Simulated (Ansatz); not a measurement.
Ansatz (a program for electronic structure) input (B3LYP-D3(BJ)/def2-TZVP):

Ansatz 0.2 input:
```yaml
crystal:
  periodic: [false, false, false]
  atoms:
    - {symbol: Si, position_ang: [-0.04519404, 0.03636550, 0.54254207]}
    - {symbol: Br, position_ang: [1.31596598, -1.35748906, -0.40300436]}
    - {symbol: Cl, position_ang: [-1.34305714, 1.29194074, -0.16286311]}
basis:
  gaussian:
    orbitals: def2-TZVP
hamiltonian:
  xc: b3lyp
  dispersion: d3bj
total_charge: 1
magnetization: {spin_polarized: true, initial_magnetization: 1}
relax: {f_tol: 0.002, max_steps: 150}
```

Output:

```
Functional definition: B3LYP
integrals: 0.07 GiB planned
823 factors; integrals over basis functions are off by at most 2.5e-4 eV
mean field: 0.83 GiB planned
mean field evaluation 1: about -90438.7669 eV, gradient 2.1e1 eV
mean field evaluation 2: about -90437.1132 eV, gradient 2.9e1 eV
mean field evaluation 4: about -90441.0577 eV, gradient 1.4e0 eV
mean field evaluation 8: about -90441.1466 eV, gradient 9.2e-2 eV
mean field evaluation 16: about -90441.1467 eV, gradient 7.2e-5 eV
mean field -90441.14665865 eV, -3323.6508364943 hartree, gradient 7.3e-5 eV, S^2 0.754319; 0 other end points of the search recorded, 0 dependent functions left out
the calculation of the forces begins
reference -90441.14687050 eV, -3323.6508442796 hartree; 33, 32 occupied and 89, 90 virtual orbitals, 823 factors
relax step   1: F+E_penalty+E_count = -90441.33594276 eV  Δ(F+E_penalty+E_count) = +0.000e0 eV  max|allowed force component| = 8.834e-1 eV/Å  Δτ_max = 0.0000 Å  (32 SCF iters, accepted)
these checks for a lower state are left out or cut short: starts, cluster_reference, orbital_swaps, neighbouring_geometries, increment
integrals: 0.07 GiB planned
823 factors; integrals over basis functions are off by at most 2.3e-4 eV
mean field: 0.83 GiB planned
mean field -90441.21796377 eV, -3323.6534569093 hartree, gradient 1.7e-5 eV, S^2 0.754370; 0 other end points of the search recorded, 0 dependent functions left out
the calculation of the forces begins
reference -90441.21817683 eV, -3323.6534647389 hartree; 33, 32 occupied and 89, 90 virtual orbitals, 823 factors
relax step   2: F+E_penalty+E_count = -90441.41128795 eV  Δ(F+E_penalty+E_count) = -7.535e-2 eV  max|allowed force component| = 1.339e-1 eV/Å  Δτ_max = 0.1140 Å  (35 SCF iters, accepted)
these checks for a lower state are left out or cut short: starts, cluster_reference, orbital_swaps, neighbouring_geometries, increment
integrals: 0.07 GiB planned
823 factors; integrals over basis functions are off by at most 2.2e-4 eV
mean field: 0.83 GiB planned
mean field evaluation 32: about -90441.2187 eV, gradient 1.9e-3 eV
mean field -90441.21871435 eV, -3323.6534844927 hartree, gradient 2.9e-5 eV, S^2 0.754259; 0 other end points of the search recorded, 0 dependent functions left out
the calculation of the forces begins
reference -90441.21892713 eV, -3323.6534923121 hartree; 33, 32 occupied and 89, 90 virtual orbitals, 823 factors
relax step   3: F+E_penalty+E_count = -90441.41278831 eV  Δ(F+E_penalty+E_count) = -1.500e-3 eV  max|allowed force component| = 1.449e-2 eV/Å  Δτ_max = 0.0126 Å  (38 SCF iters, accepted)
these checks for a lower state are left out or cut short: starts, cluster_reference, orbital_swaps, neighbouring_geometries, increment
integrals: 0.07 GiB planned
823 factors; integrals over basis functions are off by at most 2.2e-4 eV
mean field: 0.83 GiB planned
mean field -90441.21884792 eV, -3323.6534894012 hartree, gradient 2.0e-5 eV, S^2 0.754253; 0 other end points of the search recorded, 0 dependent functions left out
the calculation of the forces begins
reference -90441.21906070 eV, -3323.6534972208 hartree; 33, 32 occupied and 89, 90 virtual orbitals, 823 factors
relax step   4: F+E_penalty+E_count = -90441.41281667 eV  Δ(F+E_penalty+E_count) = -2.835e-5 eV  max|allowed force component| = 2.013e-3 eV/Å  Δτ_max = 0.0026 Å  (29 SCF iters, accepted)
these checks for a lower state are left out or cut short: starts, cluster_reference, orbital_swaps, neighbouring_geometries, increment
integrals: 0.07 GiB planned
823 factors; integrals over basis functions are off by at most 2.2e-4 eV
mean field: 0.83 GiB planned
mean field -90441.21884018 eV, -3323.6534891167 hartree, gradient 1.5e-5 eV, S^2 0.754254; 0 other end points of the search recorded, 0 dependent functions left out
the calculation of the forces begins
reference -90441.21905296 eV, -3323.6534969364 hartree; 33, 32 occupied and 89, 90 virtual orbitals, 823 factors
relax step   5: F+E_penalty+E_count = -90441.41281696 eV  Δ(F+E_penalty+E_count) = -2.968e-7 eV  max|allowed force component| = 2.489e-5 eV/Å  Δτ_max = 0.0002 Å  (24 SCF iters, accepted)
integrals: 0.07 GiB planned
823 factors; integrals over basis functions are off by at most 2.2e-4 eV
mean field: 0.83 GiB planned
mean field evaluation 64: about -90441.2188 eV, gradient 6.2e-4 eV
mean field -90441.21884018 eV, -3323.6534891167 hartree, gradient 1.5e-5 eV, S^2 0.754254; 1 other end points of the search recorded, 0 dependent functions left out
the calculation of the forces begins
reference -90441.21905296 eV, -3323.6534969364 hartree; 33, 32 occupied and 89, 90 virtual orbitals, 823 factors
Total energy: -90441.41302975 eV, -3323.6606254516 hartree
Atom 0 at    -0.024968     0.021443     0.655132 Å, force     0.000007    -0.000005     0.000025 eV/Å
Atom 1 at     1.254548    -1.298517    -0.446109 Å, force    -0.000012     0.000011    -0.000009 eV/Å
Atom 2 at    -1.301865     1.247891    -0.232348 Å, force     0.000005    -0.000006    -0.000016 eV/Å
Dipole moment:    -0.235687     0.252810     0.414449 e Å
```
